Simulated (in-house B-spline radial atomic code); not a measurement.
The numbers below are computed, except where a source is named.
## Stopping and range of 120 keV C in InAs

The pair potential comes from two frozen, spherical free-atom densities (PBE, B-spline radial code, scalar-relativistic past argon): electrostatics plus the change in Thomas-Fermi kinetic and Dirac exchange energy where they overlap, the recipe behind the universal ZBL potential, which averages such potentials (from solid-state densities) over many pairs. It is written V = (Z1 Z2 e²/r) φ(r/a), with e² = 14.3996 eV·Å and a = 0.46850 Å/(Z1^0.23 + Z2^0.23); ZBL's fit is φ = 0.18175 e^(−3.1998x) + 0.50986 e^(−0.94229x) + 0.28022 e^(−0.4029x) + 0.02817 e^(−0.20162x). Where φ falls below 4e-4 it is continued as an exponential.

The target is taken as amorphous, with density 5.68 g/cm³ (NSM archive of the Ioffe Institute); channelling is ignored. Masses: C 12.01, In 114.82, As 74.92 u. Nuclear stopping is S_n = 4π a Z1 Z2 e² M1/(M1 + M2) × s_n(ε), with s_n integrated over impact parameters for each pair. Electronic stopping is Lindhard and Scharff's S_e = Z1^(1/6) 8π e² a0 Z1 Z2/(Z1^(2/3) + Z2^(2/3))^(3/2) × v/v0, with a0 = 0.529177 Å and v = v0 at 24.801 keV/u; it misses the oscillations with Z1 seen in experiment, which reach tens of per cent. Compounds add by atom fraction.

| target atom | a (Å) | ε at this energy | s_n, this pair | s_n, ZBL potential |
| --- | --- | --- | --- | --- |
| In | 0.11838 | 3.038 | 0.2218 | 0.2225 |
| As | 0.12510 | 4.538 | 0.1902 | 0.1866 |

(1) What are the atom density and the stopping powers at entry?

Along the track:

| E (keV) | N S_n (eV/nm) | N S_e (eV/nm) |
| --- | --- | --- |
| 6 | 77.4 | 54.6 |
| 18 | 76.1 | 94.5 |
| 36 | 67.8 | 134 |
| 60 | 58.9 | 173 |
| 90 | 50.9 | 211 |
| 120 | 45.1 | 244 |

(2) Estimate the path length and the projected range.

## Answers

(1) N = 5.68 × 0.602214/94.87 = 0.03606 atoms/Å³. For In: S_n = 596.4 × 0.2218 = 132.2 eV·Å², S_e = 2.0391 × √120000 = 706.4 eV·Å². For As: S_n = 619.3 × 0.1902 = 117.8 eV·Å², S_e = 1.8694 × √120000 = 647.6 eV·Å². Averaged over the target's atoms (half each) and times N × 10 Å/nm, the ion loses N S_n = 45.1 eV/nm to recoils and N S_e = 244 eV/nm to electrons; the nuclear share is 16 %.

(2) With continuous slowing down the path is the integral of dE/(N (S_n + S_e)). Trapezoids over the table give 521 nm, and the stretch below the first row, with stopping taken as √E, adds 2E/(N S) = 91 nm: 611 nm in all, against 582 nm on a fine grid from 5 eV. Deflections shorten the depth: to first order in the energy passed on, N (S_n + S_e) dR_p/dE = 1 − N S_n (M2/M1) R_p/(2E), summed over the target's atoms, and integrating this on the fine grid gives R_p = 257 nm, 0.44 of the path. Lindhard's rule of thumb R/(1 + M2/3M1), with mean M2/M1 = 7.90, gives 160 nm; it assumes that nuclear stopping leads, so it comes too short here. On the ZBL potential the same equation gives 259 nm, and the full integral equation, which keeps hard collisions, 266 nm.
